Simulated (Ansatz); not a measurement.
Abridged output of a molecular run in Ansatz:

```
Functional definition: HF
1246 factors; integrals over basis functions are off by at most 1.0e-3 eV
mean field evaluation 1: about -62289.7928 eV, gradient 4.0e1 eV
mean field evaluation 2: about -62290.1659 eV, gradient 4.1e1 eV
mean field evaluation 4: about -62293.6065 eV, gradient 4.8e0 eV
mean field evaluation 8: about -62293.6876 eV, gradient 8.0e-1 eV
mean field evaluation 16: about -62293.6901 eV, gradient 4.1e-6 eV
mean field -62293.69007873 eV, -2289.2508862137 hartree, gradient 4.1e-6 eV, S^2 0.000000; 0 other end points of the search recorded, 0 dependent functions left out
16 core orbitals not correlated: weight in the atoms' cores, before any rotation towards them, 1.000 or more for the frozen orbitals, at most 0.000 for the correlated occupied ones
reference -62293.69007873 eV, -2289.2508862137 hartree; 15, 15 occupied and 165, 165 virtual orbitals, 1246 factors
second order -29.36134758 eV of doubles, -0.00000000 eV of singles
cycle   1  -27.54882754 eV  change     1.8e0 eV  update   1.5e-1
cycle   2  -28.41556169 eV  change   -8.7e-1 eV  update   5.8e-2
cycle   3  -28.61846177 eV  change   -2.0e-1 eV  update   3.0e-2
cycle   4  -28.58034190 eV  change    3.8e-2 eV  update   1.2e-2
cycle   5  -28.56497523 eV  change    1.5e-2 eV  update   6.2e-3
cycle   6  -28.56999159 eV  change   -5.0e-3 eV  update   2.5e-3
cycle   7  -28.57112951 eV  change   -1.1e-3 eV  update   1.5e-3
cycle   8  -28.56995426 eV  change    1.2e-3 eV  update   8.2e-4
cycle   9  -28.57021820 eV  change   -2.6e-4 eV  update   4.8e-4
cycle  10  -28.57092224 eV  change   -7.0e-4 eV  update   2.1e-4
cycle  11  -28.57037300 eV  change    5.5e-4 eV  update   8.7e-5
cycle  12  -28.57048339 eV  change   -1.1e-4 eV  update   4.6e-5
cycle  13  -28.57050701 eV  change   -2.4e-5 eV  update   2.1e-5
cycle  14  -28.57049288 eV  change    1.4e-5 eV  update   8.0e-6
perturbative correction -1.20161254 eV, -0.0441584464 hartree
Total energy: -62323.46218416 eV, -2290.3449909079 hartree
```

Its atoms:

```xyz
6

C    -0.446    0.063   -0.205
O    -0.375    0.268    1.170
Zn    1.446   -0.121    1.185
S     1.233   -0.419   -0.962
H    -1.117   -0.766   -0.455
H    -0.742    0.976   -0.733
```

Which basis set was used?
A. def2-TZVPPD
B. def2-SVPD
C. def2-TZVPP
D. cc-pV(Q+d)Z

C. It gives 196 functions.

Write the keys of the input that set method, charge and spin (a neutral closed shell needs none for the last two).


```yaml
correlation: {method: ccsd_t, frozen_orbitals: {C: 1, H: 0, O: 1, S: 5, Zn: 9}}
```
